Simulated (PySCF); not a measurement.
Isomers C$_{4}$H$_{5}$F$_{3}$OSi:

A. SMILES [C@H]1(OC(F)(F)F)C(=C)[SiH2]1
B. `[SiH3]O/C=C\C(=C(F)F)F`
C. `O=C/C([SiH3])=C\C(F)(F)F`

Spectrum 1. 1H NMR (300 MHz, computed): δ 6.42 (m, 1H), 5.17 (m, 1H), 5.06 (s, 3H). 13C{1H} NMR (computed): δ 166.8 (C), 146.9 (CH), 138.5 (C), 102.8 (CH).

Spectrum 2. 1H NMR (300 MHz, computed): δ 10.58 (s, 1H), 7.36 (m, 1H), 4.14 (s, 3H). 13C{1H} NMR (computed): δ 200.0 (CH), 157.9 (C), 151.6 (CH), 130.5 (C).

Spectrum 3. 1H NMR (300 MHz, computed): δ 7.26 (br s, 1H), 6.96 (br s, 1H), 4.63 (m, 1H), 3.71 (m, 1H), 3.60 (m, 1H). 13C{1H} NMR (computed): δ 142.8 (CH2), 141.2 (C), 132.0 (C), 58.2 (CH).

Method: PBE0/pcSseg-1 with gauge-including orbitals, GFN2-xTB structure, in PySCF 2.14 (no solvent, a single conformation, one averaged value for each set of equivalent atoms, non-relativistic).

δ = σ(ref) − σ, references computed at the same level: 1H (31.72 ppm), 13C (186.93 ppm) vs TMS. Splittings of carbon signals by F and P are missing where no couplings were computed. Where no couplings were computed, multiplicities follow the n + 1 count of equivalent neighbours, and m marks all less simple cases (inequivalent or close neighbours, rings, F or P nearby). Shifts are as computed. Against solution values, carbons near 30 ppm lie about +3 ppm off and those near 130 ppm about +5 ppm. Of 1309 compounds with measured shifts, 239 miss one by over three times the rms of a fit or turn the order of signals round; such compounds aren't used in these exercises.

**Question.** Which spectrum belongs to which compound?

**Answer.** 1–B, 2–C, 3–A.

- Spectrum 1 (B): 4 13C signals; δC 146.9 is an alkene carbon bearing oxygen; δC 138.5 is a fully substituted alkene carbon.
- Spectrum 2 (C): 4 13C signals; δC 200.0 is an aldehyde carbonyl carbon; δC 157.9 is an α carbon of a C=C–C=O unit.
- Spectrum 3 (A): 4 13C signals; δC 142.8 is a terminal =CH2 carbon; δC 141.2 is a fully substituted alkene carbon.
